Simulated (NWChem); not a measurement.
System: C$_{4}$H$_{3}$F; SMILES C(/C#C)=C/F

The following NWChem deck was run.

```
start job
memory heap 200 mb stack 900 mb global 1100 mb
geometry units angstroms noautoz
  C      0.558936     2.196693     0.000000
  C     -0.112288     1.170324     0.000000
  C     -0.919808     0.004526     0.000000
  C     -0.449696    -1.263820     0.000000
  F      0.852429    -1.553502     0.000000
  H      1.159032     3.095587     0.000000
  H     -2.016680     0.121238     0.000000
  H     -1.094666    -2.157933     0.000000
end
basis spherical
  * library def2-svp
end
dft
  xc b3lyp
  iterations 150
  mulliken
end
task dft energy
```

Excerpt of the output:

```
             Northwest Computational Chemistry Package (NWChem) 7.3.0
             --------------------------------------------------------

 CS  symmetry detected

                             Geometry "geometry" -> ""
                             -------------------------

 Output coordinates in angstroms (scale by  1.889725989 to convert to a.u.)

  No.       Tag          Charge          X              Y              Z
 ---- ---------------- ---------- -------------- -------------- --------------
    1 C                    6.0000     0.54139349     2.20746479     0.00000000
    2 C                    6.0000    -0.12401520     1.17731613     0.00000000
    3 C                    6.0000    -0.92492918     0.00696989     0.00000000
    4 C                    6.0000    -0.44765164    -1.25869713     0.00000000
    5 F                    9.0000     0.85609082    -1.54101040     0.00000000
    6 H                    1.0000     1.13639625     3.10973822     0.00000000
    7 H                    1.0000    -2.02244370     0.11747673     0.00000000
    8 H                    1.0000    -1.08755472    -2.15644342     0.00000000

 Effective nuclear repulsion energy (a.u.)     138.1369740706

      Symmetry information
      --------------------

 Group name             Cs
 Group number              2
 Group order               2
 No. of unique centers     8

                                 NWChem DFT Module
                                 -----------------

 Summary of "ao basis" -> "ao basis" (spherical)
 ------------------------------------------------------------------------------
       Tag                 Description            Shells   Functions and Types
 ---------------- ------------------------------  ------  ---------------------
 C                          def2-svp                 6       14   3s2p1d
 F                          def2-svp                 6       14   3s2p1d
 H                          def2-svp                 3        5   2s1p

      Symmetry analysis of basis
      --------------------------

        a'         62
        a"         23

            General Information
            -------------------
          SCF calculation type: DFT
          Wavefunction type:  closed shell.
          No. of atoms     :     8
          No. of electrons :    36
           Alpha electrons :    18
            Beta electrons :    18
          Charge           :     0
          Spin multiplicity:     1
          Use of symmetry is: on ; symmetry adaption is: on
          Maximum number of iterations: 150
          AO basis - number of functions:    85
                     number of shells:    39
          Convergence on energy requested:  1.00D-06
          Convergence on density requested:  1.00D-05
          Convergence on gradient requested:  5.00D-04

              XC Information
              --------------
                         B3LYP Method XC Potential
                     Hartree-Fock (Exact) Exchange  0.200
                        Slater Exchange Functional  0.800 local
                    Becke 1988 Exchange Functional  0.720 non-local
              Lee-Yang-Parr Correlation Functional  0.810
                  VWN I RPA Correlation Functional  0.190 local

             Grid Information
             ----------------
          Grid used for XC integration:  medium
          Radial quadrature: Mura-Knowles
          Angular quadrature: Lebedev.
          Tag              B.-S. Rad. Rad. Pts. Rad. Cut. Ang. Pts.
          ---              ---------- --------- --------- ---------
          C                   0.70       49          12.0       434
          F                   0.50       49          12.0       434
          H                   0.35       45          13.0       434
          Grid pruning is: on
          Number of quadrature shells:   380
          Spatial weights used:  Erf1

      Superposition of Atomic Density Guess
      -------------------------------------

 Sum of atomic energies:        -251.28959051

      Non-variational initial energy
      ------------------------------

 Total energy =    -253.660745
 1-e energy   =    -615.727378
 2-e energy   =     223.929659
 HOMO         =      -0.261788
 LUMO         =      -0.008743

      Symmetry analysis of molecular orbitals - initial
      -------------------------------------------------

  Numbering of irreducible representations:

     1 a'          2 a"

  Orbital symmetries:

     1 a'          2 a'          3 a'          4 a'          5 a'
     6 a'          7 a'          8 a'          9 a'         10 a'
    11 a'         12 a"         13 a'         14 a'         15 a'
    16 a"         17 a'         18 a"         19 a"         20 a'
    21 a'         22 a'         23 a"         24 a'         25 a'
    26 a'         27 a'         28 a'

     ---------------------------------------------
      Total Density - Mulliken Population Analysis
     ---------------------------------------------

    Atom       Charge   Shell Charges
 -----------   ------   -------------------------------------------------------
    1 C    6     6.42   1.99  0.98  0.60  1.96  0.86  0.03
    2 C    6     5.85   1.99  0.97  0.26  1.91  0.67  0.04
    3 C    6     6.29   1.99  0.96  0.24  2.02  1.05  0.03
    4 C    6     5.43   1.99  0.92  0.26  1.58  0.62  0.07
    5 F    9     9.36   1.99  1.14  0.77  3.42  2.04  0.01
    6 H    1     0.86   0.62  0.22  0.03
    7 H    1     0.86   0.64  0.19  0.02
    8 H    1     0.93   0.68  0.23  0.02

   convergence    iter        energy       DeltaE   RMS-Dens  Diis-err
 ---------------- ----- ----------------- --------- --------- ---------
 d= 0,ls=0.0,diis     1   -253.6987392874 -3.92D+02  1.64D-02  6.51D-01
 d= 0,ls=0.0,diis     2   -253.6622002691  3.65D-02  9.34D-03  1.01D+00
 d= 0,ls=0.0,diis     3   -253.7693449436 -1.07D-01  3.36D-03  8.71D-02
 d= 0,ls=0.0,diis     4   -253.7761569256 -6.81D-03  1.50D-03  4.10D-02
 d= 0,ls=0.0,diis     5   -253.7812410916 -5.08D-03  4.29D-04  1.73D-03
  Resetting Diis
 d= 0,ls=0.0,diis     6   -253.7814150114 -1.74D-04  1.87D-04  4.05D-04
 d= 0,ls=0.0,diis     7   -253.7814626952 -4.77D-05  9.66D-05  1.53D-05
 d= 0,ls=0.0,diis     8   -253.7814599549  2.74D-06  6.33D-05  3.87D-05
 d= 0,ls=0.0,diis     9   -253.7814642978 -4.34D-06  7.44D-06  7.01D-07
 d= 0,ls=0.0,diis    10   -253.7814643957 -9.80D-08  1.18D-06  1.60D-08

         Total DFT energy =     -253.781464395735
      One electron energy =     -619.018512149803
           Coulomb energy =      260.214474406103
    Exchange-Corr. energy =      -33.114400722618
 Nuclear repulsion energy =      138.136974070583

 Numeric. integr. density =       35.999994967166

                  Occupations of the irreducible representations
                  ----------------------------------------------

                     irrep           alpha         beta
                     --------     --------     --------
                     a'               15.0         15.0
                     a"                3.0          3.0

                       DFT Final Molecular Orbital Analysis
                       ------------------------------------

 Vector   16  Occ=2.000000D+00  E=-3.372650D-01  Symmetry=a"
              MO Center= -2.2D-01,  5.9D-01, -6.5D-15, r^2= 2.5D+00
   Bfn.  Coefficient  Atom+Function         Bfn.  Coefficient  Atom+Function
  ----- ------------  ---------------      ----- ------------  ---------------
    20      0.357148  2 C  pz                34      0.333439  3 C  pz
     6      0.248161  1 C  pz                37      0.213309  3 C  pz
    62      0.207562  5 F  pz                23      0.169685  2 C  pz
    48      0.166935  4 C  pz                65     -0.151121  5 F  pz
     9      0.131246  1 C  pz                51      0.067322  4 C  pz

 Vector   17  Occ=2.000000D+00  E=-2.826759D-01  Symmetry=a'
              MO Center=  1.3D-01,  1.6D+00, -7.9D-16, r^2= 1.7D+00
   Bfn.  Coefficient  Atom+Function         Bfn.  Coefficient  Atom+Function
  ----- ------------  ---------------      ----- ------------  ---------------
     4      0.357034  1 C  px                18      0.349776  2 C  px
     5     -0.233188  1 C  py                19     -0.223131  2 C  py
     7      0.209819  1 C  px                21      0.167809  2 C  px
    22     -0.167698  2 C  py                 8     -0.154112  1 C  py
    76      0.126801  7 H  s                 47     -0.090749  4 C  py

 Vector   18  Occ=2.000000D+00  E=-2.457982D-01  Symmetry=a"
              MO Center= -8.9D-02,  4.7D-01, -1.7D-15, r^2= 3.5D+00
   Bfn.  Coefficient  Atom+Function         Bfn.  Coefficient  Atom+Function
  ----- ------------  ---------------      ----- ------------  ---------------
     6      0.352367  1 C  pz                48     -0.332581  4 C  pz
    34     -0.275069  3 C  pz                20      0.241274  2 C  pz
     9      0.229443  1 C  pz                37     -0.214700  3 C  pz
    62     -0.211666  5 F  pz                51     -0.201997  4 C  pz
    65      0.171510  5 F  pz                23      0.163435  2 C  pz

 Vector   19  Occ=0.000000D+00  E=-3.852615D-02  Symmetry=a"
              MO Center= -2.6D-01,  6.1D-02,  3.5D-15, r^2= 3.7D+00
   Bfn.  Coefficient  Atom+Function         Bfn.  Coefficient  Atom+Function
  ----- ------------  ---------------      ----- ------------  ---------------
    51      0.488861  4 C  pz                48      0.451995  4 C  pz
     9      0.377586  1 C  pz                37     -0.357895  3 C  pz
     6      0.302310  1 C  pz                34     -0.300427  3 C  pz
    23     -0.229907  2 C  pz                62      0.181440  5 F  pz
    20     -0.177041  2 C  pz                65     -0.176202  5 F  pz

[...]
```

Level: B3LYP/def2-SVP. All runs use the structure optimised with PBE-D3(BJ)/def2-SVP. B3LYP is NWChem's, with the RPA form of VWN correlation.
